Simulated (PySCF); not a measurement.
**Vibration and rotation of MnBr**

LC-ωPBE constants of MnBr, ⁷Σ⁺ (septet), unpaired electrons σ ↑↑, π ↑↑, δ ↑↑ (PySCF, no relativity, basis sets Mn def2-TZVPP, Br def2-TZVPP; masses 54.9380 and 78.9183 u):

* ωe: 296.9 cm⁻¹
* ωexe: 0.772 cm⁻¹
* Be: 0.09289 cm⁻¹
* αe: 0.000361 cm⁻¹
* De to Mn (3d5 4s2) + Br: 3.55 eV

Problem. What force constant and bond length do these constants imply?

Solution. Reduced mass μred = 32.390 u; k = 5.8918×10⁻⁷·μred·ωe² (u, cm⁻¹, mdyn/Å) = 1.68 mdyn/Å; Re = √(16.8576/(μred·Be)) (u, cm⁻¹, Å) = 2.367 Å.

Problem. Estimate the centrifugal constant D from the Kratzer relation and find the Dunham coefficient a1.

Solution. D = 4Be³/ωe² = 3.64e-08 cm⁻¹; a1 = −1 − αeωe/(6Be²) = -3.07.

The metal atom is held in its measured ground configuration; semilocal functionals can put another filling of s and d lower by some tenths of an eV, and De to that atom would be smaller. Spin–orbit coupling is left out. With d or f electrons several states lie close, and the lowest PBE0 determinant need not be the measured ground state.
